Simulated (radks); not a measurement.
Results of a calculation; reference values are marked as such.
Problem. Neutral fluorine, 9 electrons, occupied as [He] 2s2 2p5 (the NIST ground configuration). Code: a radial shooting solver on a logarithmic mesh with Libxc functionals. Model: Dirac Kohn-Sham, BLYP, spin-unpolarised, spherical densities, point nucleus; open shells are shared between the two j in proportion to 2j + 1. Some entries of the table are withheld. Estimate them.

| orbital | occ. | eigenvalue (Ry) | <r^2> (bohr^2) |
|---|---|---|---|
| 1s1/2 | 2 | -48.81814 | 0.04199 |
| 2s1/2 | 2 | -2.18834 | 1.232 |
| 2p1/2 | 1.66667 | (1) | (2) |
| 2p3/2 | 3.33333 | (3) | (4) |

Solution. 
(1) 2p1/2 eigenvalue (Ry): -0.82046
(2) 2p1/2 <r^2> (bohr^2): 1.643
(3) 2p3/2 eigenvalue (Ry): -0.81573
(4) 2p3/2 <r^2> (bohr^2): 1.651
